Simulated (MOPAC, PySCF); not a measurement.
CH4GeO, SMILES `O=[CH][GeH3]`, neutral singlet in the gas phase. 

Z-matrix (Å, degrees):
```
Ge
H 1 1.5293
H 1 1.5360 2 111.01
H 1 1.5360 2 111.03 3 -120.78
C 1 2.0152 2 109.00 3 119.60
O 5 1.2061 1 123.01 2 -0.29
H 5 1.1157 6 119.76 1 179.99
```
Charge 0, spin multiplicity 1.

All levels are single points at this geometry (TPSSh-D3(BJ)/def2-TZVP); Pople sets use spherical d functions. Orbital energies aren't observables, and empty levels follow the basis.

PM7 in MOPAC gives dipole (D) = 2.40.

Problem. Estimate the dipole (D) from each of these levels: PBE-D3(BJ)/def2-TZVP in PySCF; TPSSh-D3(BJ)/def2-TZVP in PySCF; B3LYP/6-311+G** (LANL2DZ on Ge) in PySCF; B3LYP/6-31G* in PySCF; B3LYP/LANL2DZ in PySCF; BP86/6-31G* in PySCF; PBE/6-31G* in PySCF; HF/3-21G in PySCF; HF/6-31G* in PySCF; HF/STO-3G in PySCF; AM1 in MOPAC; PM3 in MOPAC.

Solution. 
```json
[
 {"level": "PBE-D3(BJ)/def2-TZVP in PySCF", "dipole (D)": "1.90"},
 {"level": "TPSSh-D3(BJ)/def2-TZVP in PySCF", "dipole (D)": "2.04"},
 {"level": "B3LYP/6-311+G** (LANL2DZ on Ge) in PySCF", "dipole (D)": "2.35"},
 {"level": "B3LYP/6-31G* in PySCF", "dipole (D)": "1.99"},
 {"level": "B3LYP/LANL2DZ in PySCF", "dipole (D)": "2.46"},
 {"level": "BP86/6-31G* in PySCF", "dipole (D)": "1.80"},
 {"level": "PBE/6-31G* in PySCF", "dipole (D)": "1.78"},
 {"level": "HF/3-21G in PySCF", "dipole (D)": "2.54"},
 {"level": "HF/6-31G* in PySCF", "dipole (D)": "2.62"},
 {"level": "HF/STO-3G in PySCF", "dipole (D)": "1.69"},
 {"level": "AM1 in MOPAC", "dipole (D)": "2.00"},
 {"level": "PM3 in MOPAC", "dipole (D)": "1.76"}
]
```
